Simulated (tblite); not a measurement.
C6H11O2P.
Bonds: O1–P2 (double), P2–O3, P2–C4, C4–C5, C5–C6, P2–C7, C7–C8, C8–C9, C4–C6, C7–C9. Hydrogens: H10 on O3; H11 on C4; H12, H13 on C5; H14, H15 on C6; H16 on C7; H17, H18 on C8; H19, H20 on C9.

Computed with GFN2-xTB (tblite), gas phase: L-BFGS steps from a force-field or distance-geometry start until the largest atomic force falls under 0.01 eV/Å.

At the end of the run (lengths in Å): P2–O3 1.617, O1=P2 1.468, O3–H10 0.959, C5–H13 1.080, C7–C8 1.499, C9–H20 1.080, C6–H14 1.080, O1–P2–C4 115.3°, C4–P2–C7 105.4°, O1–P2–C7 115.7°, O3–P2–C7 104.5°, O1–P2–C4–C5 -40°, P2–C4–C5–C6 106°, O1–P2–C7–C8 -31°, H10–O3–P2–O1 -7°, H16–C7–P2–O1 112°.

**Question.** These geometries were met on the way; a selection of coordinates is given. Order them by energy above the end point, lowest first.
A. P2–O3 1.692, O1=P2 1.526, O3–H10 1.013, C5–H13 1.116, C7–C8 1.535, C9–H20 1.111, C6–H14 1.111, O1–P2–C4 106.5°, C4–P2–C7 113.7°, O1–P2–C7 108.2°, O3–P2–C7 111.4°, O1–P2–C4–C5 -29°, P2–C4–C5–C6 99°, O1–P2–C7–C8 -39°, H10–O3–P2–O1 -77°, H16–C7–P2–O1 101°
B. P2–O3 1.618, O1=P2 1.469, O3–H10 0.960, C5–H13 1.082, C7–C8 1.501, C9–H20 1.081, C6–H14 1.086, O1–P2–C4 113.1°, C4–P2–C7 112.4°, O1–P2–C7 112.4°, O3–P2–C7 103.7°, O1–P2–C4–C5 -33°, P2–C4–C5–C6 98°, O1–P2–C7–C8 -32°, H10–O3–P2–O1 -66°, H16–C7–P2–O1 105°
C. P2–O3 1.684, O1=P2 1.431, O3–H10 0.967, C5–H13 1.096, C7–C8 1.513, C9–H20 1.099, C6–H14 1.091, O1–P2–C4 108.3°, C4–P2–C7 112.1°, O1–P2–C7 109.4°, O3–P2–C7 110.1°, O1–P2–C4–C5 -29°, P2–C4–C5–C6 97°, O1–P2–C7–C8 -38°, H10–O3–P2–O1 -75°, H16–C7–P2–O1 100°
D. P2–O3 1.627, O1=P2 1.469, O3–H10 0.964, C5–H13 1.076, C7–C8 1.502, C9–H20 1.072, C6–H14 1.078, O1–P2–C4 109.1°, C4–P2–C7 113.3°, O1–P2–C7 109.2°, O3–P2–C7 109.3°, O1–P2–C4–C5 -31°, P2–C4–C5–C6 98°, O1–P2–C7–C8 -37°, H10–O3–P2–O1 -74°, H16–C7–P2–O1 101°
E. P2–O3 1.615, O1=P2 1.464, O3–H10 0.960, C5–H13 1.081, C7–C8 1.500, C9–H20 1.080, C6–H14 1.083, O1–P2–C4 112.6°, C4–P2–C7 111.5°, O1–P2–C7 116.1°, O3–P2–C7 100.7°, O1–P2–C4–C5 -40°, P2–C4–C5–C6 101°, O1–P2–C7–C8 -30°, H10–O3–P2–O1 -49°, H16–C7–P2–O1 111°

**Answer.** E (0.104 eV), B (0.184 eV), D (0.304 eV), C (0.508 eV), A (0.818 eV).

```
step  E above end (eV)  rms distance from the end, all atoms (Å)  largest force (eV/Å)  rms shift of all bonds from the end (Å)
  16             0.104                                     0.216                 0.300                                    0.004
   9             0.184                                     0.290                 0.221                                    0.005
   3             0.304                                     0.316                 0.872                                    0.007
   1             0.508                                     0.324                 2.498                                    0.022
   0             0.818                                     0.329                 3.994                                    0.033
```

Rows stand in the order of the answer.
